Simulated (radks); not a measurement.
Task: The mean radii <r> (bohr) of the occupied orbitals of an atom or ion are listed with their occupations. Calculated with a radial shooting solver on a logarithmic mesh with Libxc functionals: scalar-relativistic Kohn-Sham, LDA (Slater exchange, Perdew-Wang correlation), spin-polarised, spherical densities, point nucleus.

| orbital | occ. | <r> |
|---|---|---|
| 1s down | 1 | 0.02365 |
| 1s up | 1 | 0.02365 |
| 2s up | 1 | 0.1010 |
| 2s down | 1 | 0.1010 |
| 2p up | 3 | 0.08883 |
| 2p down | 3 | 0.08882 |
| 3s up | 1 | 0.2667 |
| 3s down | 1 | 0.2666 |
| 3p up | 3 | 0.2648 |
| 3p down | 3 | 0.2647 |
| 3d up | 5 | 0.2419 |
| 3d down | 5 | 0.2418 |
| 4s up | 1 | 0.6078 |
| 4s down | 1 | 0.6076 |
| 4p up | 3 | 0.6437 |
| 4p down | 3 | 0.6436 |
| 4d up | 5 | 0.7077 |
| 4d down | 5 | 0.7080 |
| 5s up | 1 | 1.466 |
| 5s down | 1 | 1.481 |
| 5p up | 3 | 1.722 |
| 5p down | 3 | 1.749 |
| 6s up | 1 | 4.340 |
| 6s down | 1 | 4.443 |
| 4f up | 4 | 1.101 |

Name the element and its charge. Open shells, if any, are filled with parallel spins first.

Result: Z = 60, neodymium, charge 0: Nd in [Xe] 4f4 6s2. The 1s radius gives Z: for a bare nucleus <r> = (2 gamma + 1)/(2Z) with gamma = sqrt(1 - (Z/c)^2), 0.02332 bohr for Z = 60, and screening makes it slightly larger (0.02365 here). The occupations add up to 60, and the charge is Z minus that.
